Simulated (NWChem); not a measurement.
# Atomisation of 1,1-difluoroethane (C2H4F2)

```
C
F 1 1.3541
F 1 1.3541 2 107.53
H 1 1.1054 2 107.71 3 -115.83
C 1 1.5003 4 113.32 2 122.14
H 5 1.0985 1 110.24 4 -60.21
H 5 1.0985 6 109.03 1 -121.15
H 5 1.0993 6 109.09 7 -119.03
```
Charge 0, spin multiplicity 1.

Program: NWChem. Structure: optimised with PBE0/def2-SVP, a minimum by its harmonic frequencies.

Basis set: def2-TZVP. The atomisation energy is electronic alone: no zero-point, thermal, spin-orbit or counterpoise terms. No value is extrapolated to the basis-set limit. Free atoms are single determinants with multiplicities C 3, F 2, H 2. Correlated methods freeze the same cores in atoms and molecule, 4 orbitals in all.

The cost column gives rough processor time relative to LDA (SVWN5); each entry includes its own SCF. Costs are the molecule's.

B3LYP has NWChem's definition, with VWN1-RPA local correlation. GW and range-separated runs recompute their integrals, the others keep them in memory, which bears on the times. The stability of the SCF solutions was not checked. Open-shell Hartree-Fock references start from PBE0 orbitals; any time given for them includes that run.

| method | atomisation energy (kcal/mol) | relative cost |
|---|---|---|
| B3LYP | … | under 3 |
| PBE | 755.6 | under 3 |
| BP86 | 759.5 | under 3 |
| LC-wPBE (omega 0.3 per bohr) | 748.3 | 10 |
| TPSS | 741.9 | under 3 |
| MP2 | 729.3 | under 3 |
| LDA (SVWN5) | 858.6 | 1 |
| PBE0 | … | under 3 |
| HF | … | under 3 |

### Question
What belongs in the gaps?

### Answer

- B3LYP, atomisation energy (kcal/mol): 732.6
- PBE0, atomisation energy (kcal/mol): 738.6
- HF, atomisation energy (kcal/mol): 539.4
